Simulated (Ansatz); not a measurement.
C3H5ClGe, SMILES ClC=C=[CH][GeH3].

Geometry: r2SCAN-D4/def2-SVP. The structure was generated by enumeration; whether it is a known compound was not checked.

Two levels are set side by side: PBE/def2-SVPD (Ansatz, an electronic-structure program) and CAM-B3LYP/def2-SVPD (Ansatz). Energy differences of separate SCF runs at the same geometry; the states with an electron removed or added have multiplicity 2 and 2. Differences are taken from unrounded values.

```
quantity                            PBE
---------------------------------  ----
vertical ionisation energy (eV)    8.92
vertical singlet–triplet gap (eV)  3.82
```

Q: These are the PBE values. What does CAM-B3LYP give? (Estimate from the structure and the level; the computed values follow.)

A: 
| quantity | CAM-B3LYP | PBE minus CAM-B3LYP |
|---|---|---|
| vertical ionisation energy (eV) | 9.23 | -0.31 |
| vertical singlet–triplet gap (eV) | 4.15 | -0.33 |
